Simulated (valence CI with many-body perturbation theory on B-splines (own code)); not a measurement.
## E1 transitions of In XLV

Calculated by configuration interaction combined with many-body perturbation theory (CI+MBPT): three valence electrons over a frozen Dirac-Fock core [He], radial functions for each j: 11 s, 11 p, 10 d, 8 f, 5 g, 2 h, with the one-electron correlation potential Σ1, the two-electron term Σ2, the three-electron term Σ3, Breit, model QED; selected CI, second order for the rest, scaled by the run's own slope (own B-spline code, finite nucleus).

No measured spectrum was set against this ion. As an estimate, large intervals hold to a few tenths of a per cent, small ones and those within an open d or f shell to about a per cent.

Lines 151 to 200 of 521 in falling wavelength, among levels below 48820 × 10³ cm⁻¹, chosen from the strongest by gf and those to the six lowest levels. Wavelengths and rates use the calculated energies. Electric multipoles are in the length gauge, E1 and E2 with the static RPA response of the core. Weak lines are less certain than strong ones. Lines between different terms over intervals too small for the method are left out, as are lines whose strength nearly cancels. The highest levels of a list are the least certain.

Levels are named by their leading jj configuration (3d3/2^4 stands for four electrons in 3d with j = 3/2), which in mixed levels can hold well under half, so a name can repeat and another be missing. Letters in brackets count levels of one name in rising energy.

| λ vac (Å) | Upper | Lower | A (s⁻¹) | log gf | Branch % |
| --- | --- | --- | --- | --- | --- |
| 9.353 | (2s 2p3/2 4f7/2) J=5/2 | (2s 2p3/2 3d3/2) J=3/2 [b] | 3.57e+12 | -0.55 | 6.2 |
| 9.300 | (2s 2p1/2 4f5/2) J=3/2 | (2p1/2^2 3p1/2) J=1/2 | 2.39e+12 | -0.91 | 4.0 |
| 9.297 | (2s 2p3/2 4s) J=5/2 | (2s 2p3/2 3p3/2) J=5/2 [a] | 2.00e+12 | -0.81 | 8.8 |
| 9.296 | (2s 2p1/2 4p3/2) J=5/2 | (2s 2p1/2 3d5/2) J=7/2 | 1.50e+12 | -0.93 | 10.5 |
| 9.261 | (2s 2p1/2 4f7/2) J=7/2 [a] | (2s 2p1/2 3d5/2) J=5/2 [b] | 3.77e+12 | -0.41 | 6.5 |
| 9.259 | (2s 2p3/2 4s) J=3/2 [a] | (2s 2p3/2 3p3/2) J=5/2 [a] | 2.86e+12 | -0.83 | 9.7 |
| 9.256 | (2s 2p1/2 4s) J=1/2 [a] | (2s 2p1/2 3p3/2) J=3/2 [a] | 7.75e+12 | -0.70 | 30.6 |
| 9.255 | (2s 2p1/2 4s) J=3/2 | (2s 2p1/2 3p3/2) J=5/2 | 5.93e+12 | -0.52 | 21.4 |
| 9.246 | (2s 2p1/2 4s) J=1/2 [b] | (2s 2p1/2 3p3/2) J=3/2 [b] | 4.63e+12 | -0.93 | 19.4 |
| 9.240 | (2s 2p3/2 4f5/2) J=3/2 | (2s 2p3/2 3d5/2) J=1/2 | 2.69e+12 | -0.86 | 4.6 |
| 9.231 | (2s 2p3/2 4p3/2) J=7/2 | (2s 2p3/2 3d5/2) J=9/2 | 1.38e+12 | -0.85 | 10.2 |
| 9.200 | (2s 2p3/2 4f7/2) J=3/2 | (2s 2p3/2 3d5/2) J=1/2 | 2.92e+13 | 0.17 | 50.8 |
| 9.186 | (2s 2p3/2 4s) J=5/2 | (2s 2p3/2 3p3/2) J=7/2 | 5.07e+12 | -0.41 | 22.2 |
| 9.177 | (2s 2p3/2 4f7/2) J=3/2 | (2p1/2 2p3/2 3p1/2) J=1/2 | 6.61e+12 | -0.48 | 11.5 |
| 9.169 | (2s 2p3/2 4f5/2) J=9/2 | (2s 2p3/2 3d5/2) J=7/2 [a] | 3.21e+12 | -0.39 | 5.5 |
| 9.157 | (2s 2p1/2 4f5/2) J=7/2 | (2s 2p1/2 3d5/2) J=5/2 [b] | 3.19e+12 | -0.49 | 5.4 |
| 9.155 | (2s 2p3/2 4s) J=3/2 [b] | (2s 2p3/2 3p3/2) J=5/2 [b] | 3.51e+12 | -0.75 | 13.1 |
| 9.151 | (2s 2p1/2 4f5/2) J=5/2 [b] | (2s 2p1/2 3d5/2) J=3/2 | 2.47e+12 | -0.73 | 4.2 |
| 9.148 | (2s 2p3/2 4f7/2) J=9/2 | (2s 2p3/2 3d5/2) J=7/2 [a] | 5.08e+13 | 0.80 | 88.5 |
| 9.147 | (2s 2p3/2 4f7/2) J=7/2 | (2s 2p3/2 3d5/2) J=7/2 [a] | 1.01e+13 | 0.01 | 17.4 |
| 9.142 | (2p1/2^2 4f5/2) J=5/2 | (2p1/2^2 3d5/2) J=5/2 | 3.71e+12 | -0.55 | 6.4 |
| 9.125 | (2s 2p1/2 4f7/2) J=5/2 | (2s 2p1/2 3d5/2) J=5/2 [b] | 4.87e+12 | -0.44 | 8.4 |
| 9.124 | (2s 2p1/2 4f7/2) J=5/2 | (2s 2p1/2 3d5/2) J=3/2 | 4.85e+13 | 0.56 | 83.8 |
| 9.124 | (2s 2p1/2 4f7/2) J=7/2 [b] | (2s 2p1/2 3d5/2) J=5/2 [b] | 4.70e+13 | 0.67 | 81.4 |
| 9.123 | (2s 2p1/2 4f5/2) J=5/2 [a] | (2s 2p1/2 3d3/2) J=3/2 [b] | 5.36e+12 | -0.40 | 9.1 |
| 9.114 | (2p1/2^2 4f7/2) J=7/2 | (2p1/2^2 3d5/2) J=5/2 | 5.58e+13 | 0.74 | 97.4 |
| 9.113 | (2s 2p1/2 4f5/2) J=5/2 [a] | (2s 2p1/2 3d5/2) J=5/2 [a] | 2.84e+12 | -0.67 | 4.8 |
| 9.099 | (2s 2p3/2 4f7/2) J=5/2 | (2s 2p3/2 3d5/2) J=3/2 [a] | 3.41e+13 | 0.40 | 58.8 |
| 9.088 | (2s 2p3/2 4f7/2) J=3/2 | (2s 2p3/2 3d5/2) J=3/2 [a] | 1.55e+13 | -0.12 | 26.9 |
| 9.087 | (2s 2p1/2 4f5/2) J=7/2 | (2s 2p1/2 3d5/2) J=7/2 | 4.09e+12 | -0.39 | 7.0 |
| 9.086 | (2s 2p1/2 4f7/2) J=7/2 [a] | (2s 2p1/2 3d5/2) J=5/2 [a] | 4.34e+13 | 0.63 | 75.0 |
| 9.081 | (2s^2 4f5/2) J=5/2 | (2s^2 3d5/2) J=5/2 | 3.81e+12 | -0.55 | 6.4 |
| 9.080 | (2s 2p3/2 4f7/2) J=7/2 | (2s 2p3/2 3d5/2) J=5/2 [a] | 4.31e+13 | 0.63 | 74.2 |
| 9.071 | (2s 2p3/2 4f7/2) J=5/2 | (2s 2p3/2 3d5/2) J=5/2 [a] | 1.65e+13 | 0.09 | 28.5 |
| 9.061 | (2s 2p1/2 4f7/2) J=9/2 | (2s 2p1/2 3d5/2) J=7/2 | 5.70e+13 | 0.85 | 98.7 |
| 9.055 | (2s^2 4f7/2) J=7/2 | (2s^2 3d5/2) J=5/2 | 5.72e+13 | 0.75 | 98.1 |
| 9.055 | (2s 2p1/2 4f7/2) J=7/2 [b] | (2s 2p1/2 3d5/2) J=7/2 | 4.14e+12 | -0.39 | 7.2 |
| 9.044 | (2s 2p3/2 4d5/2) J=7/2 | (2s 2p3/2 3p3/2) J=5/2 [b] | 1.53e+12 | -0.82 | 0.9 |
| 9.005 | (2s 2p1/2 4f7/2) J=7/2 [a] | (2s 2p1/2 3d3/2) J=5/2 | 9.89e+12 | -0.02 | 17.1 |
| 8.996 | (2s 2p3/2 4f5/2) J=9/2 | (2s 2p3/2 3d5/2) J=9/2 | 7.01e+12 | -0.07 | 12.0 |
| 8.993 | (2s 2p1/2 4f5/2) J=3/2 | (2s 2p1/2 3d3/2) J=3/2 [b] | 1.43e+13 | -0.16 | 24.1 |
| 8.991 | (2s 2p1/2 4f5/2) J=5/2 [b] | (2s 2p1/2 3d3/2) J=3/2 [b] | 3.70e+13 | 0.43 | 62.9 |
| 8.985 | (2s 2p1/2 4f5/2) J=7/2 | (2s 2p1/2 3d5/2) J=5/2 [a] | 6.76e+12 | -0.18 | 11.5 |
| 8.982 | (2s 2p1/2 4f5/2) J=3/2 | (2s 2p1/2 3d3/2) J=1/2 | 3.82e+13 | 0.27 | 64.8 |
| 8.981 | (2s 2p1/2 4f5/2) J=5/2 [b] | (2s 2p1/2 3d5/2) J=5/2 [a] | 3.00e+12 | -0.66 | 5.1 |
| 8.978 | (2s^2 4f5/2) J=5/2 | (2s^2 3d3/2) J=3/2 | 3.20e+13 | 0.37 | 54.0 |
| 8.976 | (2s 2p3/2 4f7/2) J=9/2 | (2s 2p3/2 3d5/2) J=9/2 | 3.93e+12 | -0.32 | 6.8 |
| 8.975 | (2s 2p3/2 4f7/2) J=11/2 | (2s 2p3/2 3d5/2) J=9/2 | 5.79e+13 | 0.92 | 99.9 |
| 8.973 | (2s 2p3/2 4f5/2) J=7/2 | (2s 2p3/2 3d3/2) J=7/2 | 1.55e+13 | 0.18 | 26.3 |
| 8.969 | (2s 2p3/2 4f5/2) J=5/2 | (2s 2p3/2 3d3/2) J=7/2 | 2.57e+12 | -0.73 | 4.3 |
